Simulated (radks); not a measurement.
Results of a calculation; reference values are marked as such.
Task: Species: Mn XXV. Configuration: 1s1 (the NIST ground configuration). Level of theory: scalar-relativistic Kohn-Sham, PBE, spin-polarised, spherical densities, finite nucleus; open shells are filled with parallel spins first; Fermi nuclear charge, rms radius 3.7057 fm (a radial shooting solver on a logarithmic mesh with Libxc functionals). Some entries of the table are withheld. Estimate them.

orbital,occ.,eigenvalue (eV),<1/r> (bohr^-1),<r^2> (bohr^2)
1s up,1,-8414.185,25.42,0.004722
2s up,0,(1),(2),0.06717
2p up,0,-2025.772,6.216,0.04889

Result: 
(1) 2s up eigenvalue (eV): -2050.347
(2) 2s up <1/r> (bohr^-1): 6.285
